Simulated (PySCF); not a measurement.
# How methods differ on the ionisation energy of Bi+

Bi+ [Xe] 4f14 5d10 6s2 6p2 (3P) → Bi(2+) [Xe] 4f14 5d10 6s2 6p1 (2P), as a difference of total energies. Computed with PySCF 2.14 in aug-cc-pVQZ-DK3, with the spin-free X2C one-electron Hamiltonian (Gaussian nucleus). The calculations carry no spin-orbit coupling.

```
method  ionisation energy (eV)
   UHF                  15.328
M06-2X                  15.866
  TPSS                  15.717
```

Spin-orbit coupling is strong in these open shells (close to jj coupling). The scalar numbers leave it out and a first-order estimate fails, so it can dominate the gap to the real levels.

For comparison: 16.703 eV (measured; NIST Atomic Spectra Database, ionization energies).
